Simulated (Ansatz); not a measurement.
ClH5N2Si2, one more setting.

```yaml
crystal:
  periodic: [false, false, false]
  atoms:
    - {symbol: N, position_ang: [-0.626937, -1.317698, -1.892226]}
    - {symbol: Si, position_ang: [0.987585, -0.798679, -0.936269]}
    - {symbol: Cl, position_ang: [1.331533, 1.564150, -1.452352]}
    - {symbol: N, position_ang: [0.059971, -0.325145, 0.849887]}
    - {symbol: Si, position_ang: [0.150150, 1.153481, 1.941555]}
    - {symbol: H, position_ang: [-1.469180, -0.580880, -2.068176]}
    - {symbol: H, position_ang: [-0.485565, -1.979294, -2.796286]}
    - {symbol: H, position_ang: [-0.555163, -1.200893, 1.236557]}
    - {symbol: H, position_ang: [1.124242, 2.436556, 1.633156]}
    - {symbol: H, position_ang: [-0.423675, 0.991170, 3.487292]}
basis:
  gaussian: {orbitals: aug-pcseg-2}
hamiltonian: {xc: {name: LC-wPBE}}
accuracy: high
output: {forces: true}
```

```sh
$ ansatz run in.yaml --threads 4 --pin off --events-out ev --progress --plain --max-ram 10444MiB
```

Shortened log:

```
Functional definition: LC-wPBE
5688 factors; integrals over basis functions are off by at most 3.8e-9 eV
1470 factors; integrals over basis functions are off by at most 3.3e-9 eV
mean field evaluation 1: about -31318.0428 eV, gradient 7.3e1 eV
mean field evaluation 2: about -31306.0547 eV, gradient 1.0e2 eV
mean field evaluation 4: about -31329.4218 eV, gradient 6.9e0 eV
mean field evaluation 8: about -31329.5338 eV, gradient 6.6e-1 eV
mean field evaluation 16: about -31329.5365 eV, gradient 1.4e-3 eV
mean field -31329.53654967 eV, -1151.3392322777 hartree, gradient 5.4e-8 eV, S^2 0.000000; 0 other end points of the search recorded, 0 dependent functions left out
reference -31329.53654967 eV, -1151.3392322777 hartree; 32, 32 occupied and 325, 325 virtual orbitals, 5688 factors
Total energy: -31329.53654967 eV, -1151.3392322777 hartree
Atom 0 at    -0.626937    -1.317698    -1.892226 Å, force    -0.069931     1.176840    -1.516254 eV/Å
Atom 1 at     0.987585    -0.798679    -0.936269 Å, force    -2.526695     0.668534    -0.919624 eV/Å
Atom 2 at     1.331533     1.564150    -1.452352 Å, force    -0.481608    -1.485867     0.598287 eV/Å
Atom 3 at     0.059971    -0.325145     0.849887 Å, force    -1.261826     1.483369     3.029379 eV/Å
Atom 4 at     0.150150     1.153481     1.941555 Å, force     0.596122    -3.236980    -1.593347 eV/Å
Atom 5 at    -1.469180    -0.580880    -2.068176 Å, force     3.001630    -2.523495     0.431343 eV/Å
Atom 6 at    -0.485565    -1.979294    -2.796286 Å, force    -0.395025     2.461498     3.043365 eV/Å
Atom 7 at    -0.555163    -1.200893     1.236557 Å, force     1.970551     3.079116    -1.079560 eV/Å
Atom 8 at     1.124242     2.436556     1.633156 Å, force    -1.572948    -1.944616     0.331213 eV/Å
Atom 9 at    -0.423675     0.991170     3.487292 Å, force     0.739732     0.321600    -2.324803 eV/Å
Dipole moment:    -0.614883     0.183560     1.437245 e Å
```

Hardware: 4 threads of an Intel Xeon Platinum 8259CL on a shared host. Wall time 87 s, peak host memory 5.3 GiB.
